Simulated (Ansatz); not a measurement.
`C[SiH2]O[SiH3]` → `[CH2]` (triplet) + `[SiH3]O[SiH3]` at 400 K and 1 bar (formal loss of a carbene).

Isolated molecules relaxed with PBE0-D4/def2-TZVP in Ansatz; ΔE leaves out vibrations. CBS: MP2 limit from def2 TZ/QZ plus the TZ coupled-cluster correction, frozen cores. This one scheme is used for every species. Triplets are unrestricted, without spin–orbit coupling. One conformer a species, not always the lowest.

```json
{"species": "`C[SiH2]O[SiH3]`", "CCSD(T)/CBS energy (Eh)": "-696.28988", "H − E (kJ/mol)": "255.1", "S (J/(mol·K))": "408.8"}
{"species": "`[CH2]` (triplet)", "CCSD(T)/CBS energy (Eh)": "-39.09499", "H − E (kJ/mol)": "59.0", "S (J/(mol·K))": "205.7"}
{"species": "`[SiH3]O[SiH3]`", "CCSD(T)/CBS energy (Eh)": "-657.01000", "H − E (kJ/mol)": "172.0", "S (J/(mol·K))": "360.1"}
```

H − E and S are ideal-gas, rigid-rotor, harmonic terms from PBE0-D4/def2-TZVP, for one conformer and one mirror image of each species, with the whole ground term of open shells counted as degenerate. 1 Eh = 2625.50 kJ/mol, R = 8.31446 J/(mol·K).

Task: By hand: ΔE, ΔH, ΔS and ΔG.

Result: ΔE = (-39.09499) + (-657.01000) − (-696.28988) = 0.18489 Eh = 485.4 kJ/mol. Δ(H − E) = 59.0 + 172.0 − 255.1 = -24.1, so ΔH = 461.3 kJ/mol. ΔS = 205.7 + 360.1 − 408.8 = 157.0 J/(mol·K). ΔG = 461.3 − 400 × (157.0)/1000 = 398.5 kJ/mol.

Task: By hand: the equilibrium constant, and the temperature at which ΔG would vanish if ΔH and ΔS stayed fixed.

Result: log₁₀ K = −ΔG/(RT ln 10) = -52.0. ΔG = 0 at ΔH/ΔS = 2938 K, far beyond where these terms or the molecules hold.

The number of gas molecules changes by +1, which sets the sign of ΔS. A doubt of 5 kJ/mol in ΔE shifts log₁₀ K by 0.7 here. Other conformers and mirror images would add mixing entropy, several J/(mol·K) or more a flexible species. Modes under 60 cm⁻¹, often nearly free rotors, make the harmonic entropy too high. A triplet takes part, so the spin changes. These are equilibria of isolated gas molecules and say nothing of rates. Largest T1 diagnostic: 0.011 (customary marks: 0.02 for closed shells, 0.045 for open ones).
